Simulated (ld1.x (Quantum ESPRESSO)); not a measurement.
Varying the PAW potential for Cl (Z = 17)

Base potential:

ld1.x (Quantum ESPRESSO) 7.5 input, shortened:

```
&input
   title='Cl', zed=17., rel=0, dft='PBE', iswitch=3,
   config='[Ne] 3s2 3p5 3d-2'
 /
 &inputp
   pseudotype=3, lpaw=.true., tm=.true., lloc=-2, rcloc=0.85,
   nlcc=.false.,
   which_augfun='PSQ', rmatch_augfun_nc=.true.
 /
6
3S  1  0   2.00   0.00  0.95  1.25  0.0
3S  1  0   0.00   0.50  0.95  1.25  0.0
3P  2  1   5.00   0.00  1.30  1.45  0.0
3P  2  1   0.00   4.10  1.30  1.45  0.0
3D  3  2  -2.00   0.30  0.90  1.10  0.0
3D  3  2  -2.00   2.30  0.90  1.10  0.0
 &test
   configts(1)='3s2 3p5'
 /
```

All-electron outer shells of the reference configuration (PBE, non-relativistic, ld1.x):

```tsv
shell	level (eV)	outermost node (bohr)	outermost maximum (bohr)
2p	-191.57	–	0.30
3s	-20.53	0.56	1.29
3p	-8.61	0.53	1.43
```

Cutoffs, loose and tight: the cutoffs (Ry, on a coarse ladder) from which the occupation-weighted sum of valence levels, in a spherical-Bessel basis at the reference potential, stays within 10 and 1 mRy of its value at 400 Ry. They do not see the model core or the augmentation charge, which bear on the density cutoff. Test errors are all-electron minus pseudo excitation energies from the reference, over the configurations 3s2 3p4; 3s2 3p3; 3s2 3p2; 3s2 3p4.5; 3s2 3p5.3; 3s1 3p5; 3s1 3p6. A dash means not determined; rows that change the core or the reference have their own tests.

| change | outcome | cutoff, loose | cutoff, tight | bound ghosts | largest test error (meV) |
| --- | --- | --- | --- | --- | --- |
| base | generated | 30 Ry | 45 Ry | none | -11 |
| local potential all-electron potential smoothed inside 1.15 bohr (lloc = -1) | generated | 30 Ry | 45 Ry | none | -12 |
| waves 3p (bound): rcut 1.30, rcutus 1.96 bohr; 3p channel at 4.1 Ry: rcut 1.30, rcutus 1.96 bohr | generated | 25 Ry | 45 Ry | none | -4.4 |
| local potential all-electron potential smoothed inside 0.80 bohr (lloc = -2) | generated | 30 Ry | 45 Ry | none | -11 |
| scalar-relativistic; removed wave 3d channel at 2.3 Ry: rcut 0.90, rcutus 1.10 bohr | generated | 30 Ry | 45 Ry | none | -16 |
| reference 3s2 3p3.5; added wave 3d channel at 0.3 Ry: rc 1.10 bohr; removed wave 3d channel at 0.3 Ry: rcut 0.90, rcutus 1.10 bohr; removed wave 3d channel at 2.3 Ry: rcut 0.90, rcutus 1.10 bohr | failed: invmat: error in DGETRF | – | – | – | – |
| wave 3p channel at 4.1 Ry: rcut 1.30, rcutus 1.45 bohr becomes 3p channel at -0.05 Ry: rcut 1.30, rcutus 1.45 bohr | generated | 30 Ry | 45 Ry | none | -14 |
